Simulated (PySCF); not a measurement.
Species: B2BrClH3N.
Bonds: B1–N2, N2–B3, B3–Cl4, B3–Br5. Hydrogens: H6, H7 on B1; H8 on N2.

The calculation used MP2 and CCSD/aug-cc-pVDZ in PySCF, restricted Hartree–Fock reference, 17 core orbitals frozen, non-relativistic, gas phase, PBE0-D3(BJ)/def2-SVP geometry.

E(HF) = -3137.62620 Eh.

**Question.** How large is the problem?

**Answer.** 159 basis functions and 72 electrons; 17 orbitals frozen, which leaves o = 19 correlated occupied and v = 123 virtual orbitals. That is o·v = 2337 singles and o·v(o·v + 1)/2 = 2731953 distinct closed-shell doubles amplitudes before symmetry; the costliest CCSD step grows as o²v⁴ = 8.3 × 10^10.

**Question.** What are the MP2 and CCSD correlation energies?

**Answer.** MP2 -0.6291 Eh and CCSD -0.6716 Eh, which gives totals of -3138.25528 and -3138.29783 Eh. That is 0.481 eV for each correlated electron at CCSD (1763 kJ/mol in all, 0.021 % of the total energy); MP2 gives 93.7 % of the CCSD value.

**Question.** What is the T1 diagnostic?

**Answer.** 0.0110, below the customary warning level of 0.02. It is the norm of the spatial-orbital singles amplitudes over the root of the number of correlated electrons, so the norm is 0.068.

**Question.** How does correlation change the dipole moment?

**Answer.** HF gives 1.76 D and CCSD (unrelaxed density) 1.47 D, a change of -0.29 D; the two vectors are 7° apart.

No triples correction and no basis-set extrapolation were made.

Conformer computed: `[BH2:1][NH:2][B:3]([Cl:4])[Br:5]`: B1–N2–B3–Cl4 -179°.

One conformer stands for the species.
